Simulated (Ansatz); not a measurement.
`O[SiH2][O][GeH3]` and `Cl[SiH2][O][GeH3]` differ in one atom or group.

Ansatz, PBE0-D4/def2-TZVP geometries, multiplicity 1. Each molecule was computed in one conformer, which needn't be the lowest.

Scalar relativity is left out up to krypton.

```json
{"property": "LUMO energy (PBE/def2-TZVPP) / eV", "`O[SiH2][O][GeH3]`": "-0.81"}
{"property": "HOMO energy (ωB97M-V/def2-TZVPP) / eV", "`O[SiH2][O][GeH3]`": "-10.83"}
{"property": "HOMO energy (PBE/def2-TZVPP) / eV", "`O[SiH2][O][GeH3]`": "-7.11"}
{"property": "ideal-gas entropy at 298 K and 1 bar (rigid rotor, harmonic PBE0-D4/def2-TZVP) / J/(mol·K)", "`O[SiH2][O][GeH3]`": "364"}
{"property": "HOMO energy (B3LYP/def2-TZVPP) / eV", "`O[SiH2][O][GeH3]`": "-8.34"}
{"property": "LUMO energy (PBE0/def2-TZVPP) / eV", "`O[SiH2][O][GeH3]`": "0.07"}
```

Give the same properties after the change, and the shifts. (Best estimate.)

Computed: 
| property | `Cl[SiH2][O][GeH3]` | shift |
| --- | --- | --- |
| LUMO energy (PBE/def2-TZVPP) / eV | -1.09 | -0.28 |
| HOMO energy (ωB97M-V/def2-TZVPP) / eV | -10.83 | 0.00 |
| HOMO energy (PBE/def2-TZVPP) / eV | -7.19 | -0.08 |
| ideal-gas entropy at 298 K and 1 bar (rigid rotor, harmonic PBE0-D4/def2-TZVP) / J/(mol·K) | 370 | 6 |
| HOMO energy (B3LYP/def2-TZVPP) / eV | -8.37 | -0.03 |
| LUMO energy (PBE0/def2-TZVPP) / eV | -0.20 | -0.27 |

The zero-point energy changes by -33.0 kJ/mol with -3 modes. Modes under 60 cm⁻¹, often nearly free rotors, make the harmonic entropy too high.

B3LYP here is the variant with VWN-RPA as its local correlation; programs differ in this.
